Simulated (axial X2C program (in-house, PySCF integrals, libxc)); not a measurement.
# Potential curves of MgTi, 2c

Calculated with an axial X2C code built on PySCF integrals. Two-component (2c) means X2C with spin–orbit coupling and atomic mean-field two-electron Coulomb and Gaunt terms. Basis: Ti dyall-cv3z [10s10p6d4f2g], Mg dyall-cv3z [9s8p6d3f] (cores contracted in-house); Gaussian nuclei, density fitting, unrestricted open shells. Masses: Ti 47.948 u, Mg 23.985 u.

State: Ω = 4 (⟨Sz⟩ = 2.00, ⟨Lz⟩ = 2.00 at HF). Energies in eV from the lowest point of each curve. Fits are polynomials in 1 − R0/R over 0.85 to 1.23 times the lowest point R0.

```json
{"R (Å)": "2.7937", "CCSD(T)": "0.0088", "TPSSh": "0.0180", "MP2": "0.0181"}
{"R (Å)": "2.8828", "CCSD(T)": "0.0000", "TPSSh": "0.0002", "MP2": "0.0028"}
{"R (Å)": "2.9720", "CCSD(T)": "0.0059", "TPSSh": "0.0000", "MP2": "0.0000"}
{"R (Å)": "3.0760", "CCSD(T)": "0.0249", "TPSSh": "0.0160", "MP2": "0.0075"}
{"R (Å)": "3.1800", "CCSD(T)": "0.0513", "TPSSh": "0.0442", "MP2": "0.0223"}
{"R (Å)": "3.3138", "CCSD(T)": "0.0903", "TPSSh": "0.0910", "MP2": "0.0473"}
```

Correlated methods: 14 electrons correlated (number of frozen shells: Ti 2 s, 1 p; Mg 2 s, 1 p), 326 virtual spin orbitals or spinors in MP2.

Occupations by symmetry block were frozen at the best pattern of an incomplete PBE0 search. Density functionals use the spin component along the axis (collinear). Coupled cluster ran in a truncated set of natural virtual spinors; the MP2 energy of the rest was added. (T) has no such correction and the atoms are truncated less, which lowers De at CCSD(T) by a hundredth of an eV or more. PBE0 can misorder states that lie within some tenths of an eV, so this need not be the ground state of the molecule. The nearest other 2c determinant of the search, Ω = 2, lies 0.25 eV up at the distance of the search. The functionals have no current-density term, which raises determinants with orbital currents, atoms included. The spin of this state cannot come from the lowest atoms; the curve heads to a higher limit, and no De is given. With several unpaired electrons one determinant need not be a pure state. Open-shell Ω = 0 determinants with evenly filled partner blocks cannot be reached by this program, so the Ω shown need not be the lowest component. Coupled cluster ran on the points near the minimum only. MP2 and coupled cluster on one determinant become unreliable at the stretched end.

(1) Fit the CCSD(T) curve near its minimum: give the equilibrium distance and the harmonic wavenumber.

(2) Fit the TPSSh curve near its minimum: give the equilibrium distance and the harmonic wavenumber.

(3) What are Re and ωe at the MP2 level?

Results:

(1) At CCSD(T), 2c: Re = 2.885 Å, ωe ≈ 176 cm⁻¹; Be follows as 0.127 cm⁻¹.

(2) At TPSSh, 2c: Re = 2.928 Å, ωe ≈ 180 cm⁻¹; Be follows as 0.123 cm⁻¹.

(3) At MP2, 2c: Re = 2.951 Å, ωe ≈ 142 cm⁻¹; Be follows as 0.121 cm⁻¹.
